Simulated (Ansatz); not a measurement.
Species: SiNH₂Br, charge 0, singlet. SiNH2Br (SMILES [Si](Br)N).
B3LYP-D3(BJ)/def2-TZVP minimum from Ansatz (an electronic-structure program):
```xyz
5

Si    -0.7359    -0.7684     0.8750
Br     0.4697     0.8428    -0.2477
N     -0.6825    -1.9898    -0.3147
H     -0.2293    -1.9271    -1.2156
H     -1.1284    -2.8836    -0.1621
```

Atomisation energy term by term, kcal/mol (programs: Ansatz). UHF or UKS for unpaired electrons; spin-orbit terms are left out. Correlated methods leave the cores frozen (noble-gas shells, and filled d and f shells in the p block). No relativity. CBS(X,Y): correlation extrapolated as X^-3, Hartree-Fock from the larger set. A bracket is a step between two methods taken in the basis named. Where a partner has so few electrons that a lower coupled-cluster level is exact, that level stands in. Spin-orbit terms, left out, reach several kcal/mol for Br and I, and more for heavier atoms.

| term | basis | kcal/mol |
|---|---|---|
| Hartree-Fock | def2-QZVPP | 254.21 |
| CCSD correlation | CBS(def2-TZVPP,def2-QZVPP) | 117.71 |
| (T) | CBS(def2-TZVPP,def2-QZVPP) | 9.20 |
| CCSDT(Q) - CCSD(T) | def2-TZVPP | 0.20 |
| sum: De |  | 381.3 |

The step beyond CCSD(T) by other levels: CCSDT(Q) in def2-SVP 0.65 kcal/mol.
